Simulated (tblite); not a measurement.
Run record: tight-binding relaxation, `FCO[C@@H]1[GeH2][CH2][C@@H]1F`.

Computed with GFN2-xTB geometry optimisation, gas phase (tblite 0.8.0). Start geometry: from a force field or distance geometry. The input is one job of a driver script: a line of settings, then coordinates in Å.

Command:
```bash
OMP_NUM_THREADS=1 python probes_run.py task.json out
```

Input:
```
{"job": {"kind": "relax", "xc": "GFN2-xTB", "basis": "xTB"}, "charge": 0, "multiplicity": 1}
F      2.662400    -0.634600    -0.343900
C      2.215000     0.699900    -0.304000
O      0.860600     0.756100    -0.644700
C      0.223200    -0.021700     0.292900
Ge    -0.814800    -1.419300    -0.562400
C     -1.804100     0.216700    -0.385200
C     -1.042300     0.450200     0.910200
F     -1.071100     1.733400     1.386900
H      2.864900     1.298600    -0.953300
H      2.277700     0.992600     0.777900
H      0.941000    -0.452800     1.012800
H     -1.122000    -2.559400     0.413900
H     -0.327300    -1.802200    -1.966900
H     -1.579400     0.975400    -1.140600
H     -2.888300     0.099000    -0.171200
H     -1.403200    -0.323000     1.666200
```

Q: Estimate the output.

A: 
```
step      E/eV     max force
  0    -762.45872    3.931
  1    -762.84400    1.558
  2    -763.00258    1.235
  3    -763.16850    0.861
  4    -763.24295    0.642
  5    -763.30656    0.524
  6    -763.34810    0.452
  7    -763.40206    0.526
  8    -763.44056    0.455
  9    -763.46532    0.333
... (84 lines left out)
 94    -763.69780    0.019
 95    -763.69785    0.017
 96    -763.69788    0.014
 97    -763.69790    0.013
 98    -763.69794    0.017
 99    -763.69799    0.015
100    -763.69804    0.014
101    -763.69808    0.012
102    -763.69810    0.010
103    -763.69811    0.009
```

«max force» is the largest atomic force in eV/Å.

Q: From which step on does the largest force stay under 0.1 eV/Å, and how much energy is left to gain from there?

A: From step 58 (0.075 eV/Å), 15.1 meV above the end.

In short: energy lowered by 28.6 kcal/mol over 103 steps; largest atomic force 0.009 eV/Å at the end.

Q: Where do the atoms end?

A: 0.444 Å rms from the input after alignment:
```
atom  x, y, z in Å
F1     2.2893   -0.6380   -1.0556
C2     2.2540    0.5571   -0.3406
O3     0.9763    0.9457   -0.1343
C4     0.2431    0.0134    0.6535
Ge5   -0.5647   -1.3707   -0.5708
C6    -1.9103    0.0820   -0.3668
C7    -1.1752    0.5459    0.8906
F8    -1.2313    1.9006    1.1036
H9     2.7566    1.3107   -0.9542
H10    2.8085    0.3484    0.5906
H11    0.7975   -0.1999    1.5747
H12   -0.9356   -2.6771    0.0912
H13    0.0326   -1.6133   -1.9230
H14   -1.7925    0.8335   -1.1459
H15   -2.9695   -0.1084   -0.2184
H16   -1.5864    0.0792    1.7939
```

Time: 5.8 s wall, 2.4 s CPU. Hardware: Intel Xeon at 2.50 GHz, one thread, shared host.
Labels such as C1 count atoms from 1, the log's own numbers from 0.
